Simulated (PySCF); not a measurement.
Computed shifts of a molecule C₂H₆BFO₂, PBE/pcSseg-1 run with PySCF, GIAO, gas phase, atoms alike by connectivity averaged where their shifts nearly agree, in ppm (number of nuclei): ¹⁹F: -156.6 (1). ¹H: 4.46 (1), 4.09 (1), 3.15 (1), 1.48 (3). ¹³C: 66.1 (1), 20.5 (1). References: ¹¹B against BF3 (σ = 83.9 ppm); ¹⁹F against CFCl3 (σ = 133.6 ppm); ¹⁷O against H2O (σ = 334.3 ppm); ¹H against TMS (σ = 31.49 ppm); ¹³C against TMS (σ = 182.0 ppm), references at their B3LYP-D3(BJ)/def2-TZVP geometries, non-relativistic. Geometry: PBE0-D3(BJ)/def2-SVP. One conformer was computed; it need not be the lowest.

Task: Identify the compound among the candidates.
A) CCOB(O)F
B) COB(F)CO
C) C[C@@H](O)B(O)F
D) OCB(F)CO

Result: A, CCOB(O)F
